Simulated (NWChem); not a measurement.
System: SiH2SeOCl2; SMILES Cl[Si](O)([SeH])Cl

Input file for NWChem:

```
start job
memory heap 200 mb stack 900 mb global 1100 mb
geometry units angstroms noautoz
  O      0.181052     0.864863    -1.886790
  Si     0.015519     0.515377    -0.286442
  Cl    -1.787527     1.204858     0.453604
  Cl     1.557691     1.535773     0.608035
  Se     0.022417    -1.720377     0.171306
  H     -0.432595     0.416193    -2.489267
  H      1.350988    -1.908031    -0.458320
end
basis spherical
  * library 6-31g*
end
dft
  xc scan
  iterations 150
  mulliken
end
task dft energy
```

Geometry: optimised at B3LYP/6-31G* (spherical d).

**Question.** What results follow from this input? (SCAN/6-31G* (spherical d).) Quantities: energy (Ha); highest occupied level (eV); orbital gap (eV); dipole (D).

**Answer.** The energy (Ha) is -3687.96 and the highest occupied level (eV) is -6.77. The orbital gap (eV) comes out as 5.46 and the dipole (D) comes out as 2.57.
